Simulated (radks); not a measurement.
Results of a calculation; reference values are marked as such.
Removal energies from the titanium ion Ti9+, [Ne] 3s2 3p(1/2: 1, 3/2: 0), by Delta-SCF beside the eigenvalue of the level emptied. Level of theory: Dirac Kohn-Sham, BLYP, spin-unpolarised, spherical densities, finite nucleus; Fermi nuclear charge, rms radius of each element as measured or else 0.836 A^(1/3) + 0.57 fm (a radial shooting solver on a logarithmic mesh with Libxc functionals). Sub-shells are occupied by j as written (lower j first in brackets).

removed from                                 final configuration  Delta-SCF (eV)  -eigenvalue (eV)
3p1/2                                                   [Ne] 3s2          216.20            203.66
3s1/2                                [Ne] 3s1 3p(1/2: 1, 3/2: 0)          241.31            228.75
2p3/2         [He] 2s2 2p(1/2: 2, 3/2: 3) 3s2 3p(1/2: 1, 3/2: 0)          681.25            644.93
2p1/2         [He] 2s2 2p(1/2: 1, 3/2: 4) 3s2 3p(1/2: 1, 3/2: 0)          687.45            650.82
